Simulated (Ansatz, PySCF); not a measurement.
CHF2, SMILES F[CH]F, multiplicity 2. Atoms are numbered in the order given.

```xyz
4

F      0.0333     0.2366    -1.0905
C     -0.1594    -0.4831     0.0000
F      0.0333     0.2366     1.0905
H      0.3579    -1.4429     0.0000
```
Charge 0, spin multiplicity 2.

Coordinates come from a PBE0-D3(BJ)/def2-TZVP optimisation. The isomer is the one that the SMILES or the coordinates give; other isomers of the formula were not compared.

Two levels are set side by side: PBE-D3(BJ)/def2-TZVP (Ansatz, a quantum-chemistry and plane-wave program) and PBE0-D3(BJ)/def2-TZVP (Ansatz). Each level has its own optimised geometry; the coordinates shown are those of the second. Frequencies come from the Hessian of PySCF at each geometry. Differences are taken from unrounded values.

```csv
quantity,PBE0-D3(BJ),PBE-D3(BJ),PBE-D3(BJ) minus PBE0-D3(BJ)
mean bond length (Å),1.244,1.259,0.015
bond F1–C2 (Å),1.321,1.339,0.018
bond C2–F3 (Å),1.321,1.339,0.018
bond C2–H4 (Å),1.090,1.099,0.009
highest harmonic wavenumber (cm⁻¹),3131,3023,-109
mean harmonic wavenumber (cm⁻¹),1410,1345,-65
zero-point energy (kcal/mol),12.09,11.54,-0.56
```

GGA bonds tend to be longer and softer than those of functionals with exact exchange. Differences between two approximate levels are no errors against the true value.
